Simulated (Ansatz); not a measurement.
Cartesian coordinates in Å:
```
F 2.613 -0.917 -0.146
C 1.267 -0.822 0.111
N 0.937 -0.089 1.272
Si 0.318 0.784 -0.118
Al -2.012 0.543 -0.770
H 0.814 -1.801 -0.043
H 0.459 -0.543 2.034
H 1.118 2.005 -0.392
H -2.732 1.563 -1.748
H -2.782 -0.724 -0.201
```

Total charge 0; spin multiplicity 1.

Task: List the PBE/def2-TZVPP orbital energies in eV (the Gaussian-basis code of Ansatz). (Best estimate.)

Result: Ansatz gave: Occupied: -1779.78, -1507.07, -659.62, -380.65, -271.57, -137.53, -107.33, -94.29, -94.27, -94.22, -69.46, -69.21, -69.18, -29.80, -22.81, -15.78, -14.02, -12.47, -11.95, -10.50, -9.99, -9.34, -8.30, -7.62, -7.55, -6.27, -6.04. Lowest empty: -3.21, -0.98, -0.57, -0.31, 0.25, 0.31, 1.45, 1.80.
